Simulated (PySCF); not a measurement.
Computed data sheet: `CS[SiH2][SiH2][SiH2][SiH3]`

Compound: CH₁₂SSi₄.
Z-matrix (Å and degrees, GFN2-xTB geometry), rows numbered from 1:
```
C 
S   1  1.8134
Si  2  2.1587  1  100.27
Si  3  2.3085  2  105.63  1  -176.03
Si  4  2.3308  3  115.66  2    29.90
Si  5  2.3170  4  114.33  3    40.71
H   1  1.0860  2  109.52  3   -62.47
H   1  1.0853  2  107.06  3   178.22
H   1  1.0861  2  109.53  3    58.77
H   3  1.4672  2  103.97  1   -52.42
H   3  1.4670  2  104.38  1    56.33
H   4  1.4710  3  107.51  2   -98.54
H   4  1.4728  3  104.53  2   152.84
H   5  1.4743  4  108.56  3   164.97
H   5  1.4701  4  108.50  3   -83.44
H   6  1.4652  5  113.39  4   156.35
H   6  1.4684  5  110.45  4    37.13
H   6  1.4601  5  112.28  4   -82.52
```

**GFN2-xTB geometry**

| Quantity | Value |
| --- | --- |
| Point group of the GFN2-xTB geometry | C1 |
| Rotational constants A, B, C of the GFN2-xTB geometry | 1.447, 0.714, 0.540 GHz |

PBE0/def2-SVPD ground state and vertical TDDFT (core frozen in the response) (PySCF):

| Property | Result |
| --- | --- |
| Dipole moment | 0.96 D |
| HOMO energy | -6.74 eV |
| LUMO energy | -0.77 eV |
| HOMO–LUMO gap | 5.97 eV |
| Lowest singlet excitation | 4.84 eV (256 nm, f = 0.003) |
| Strongest line among the 8 lowest singlet transitions | S7 at 6.42 eV (193 nm, f = 0.053) |
| Lowest triplet excitation (Tamm–Dancoff) | 4.62 eV |
| Static isotropic polarisability | 152.8 au |
| Electronic spatial extent ⟨r²⟩ about the centre of nuclear charge | 2208 bohr² |

Monoisotopic mass from the formula: 167.9737 u.

The vertical singlet–triplet gap S1 − T1 is 0.22 eV (TDDFT singlet less Tamm–Dancoff triplet; S1: HOMO→LUMO, weight 0.97; T1: HOMO→LUMO, weight 0.91). In wavenumbers S1 is 39000 cm⁻¹ (1 eV = 8065.54 cm⁻¹). No computed singlet falls in the visible range (750 to 380 nm, 1.65 to 3.26 eV); S1 lies 1.58 eV above its blue end. The rotational constants make it an asymmetric top with κ = (2B − A − C)/(A − C) = -0.62, nearer the prolate limit (−1). The largest Löwdin shares of the HOMO are 0.69 on S2, 0.10 on C1 and 0.09 on Si3. The principal polarisabilities are 125.6, 159.1 and 173.7 au; their mean is the isotropic value. The dipole equals about 3.2 × 10⁻³⁰ C·m (1 D = 3.33564 × 10⁻³⁰ C·m). The polarisability is 22.64 Å³ as a volume (1 au = 0.148185 Å³), or 1.70 au for each of the 90 electrons.

One conformer (not necessarily the lowest) at the GFN2-xTB geometry, without solvent, vibrations or thermal averaging.
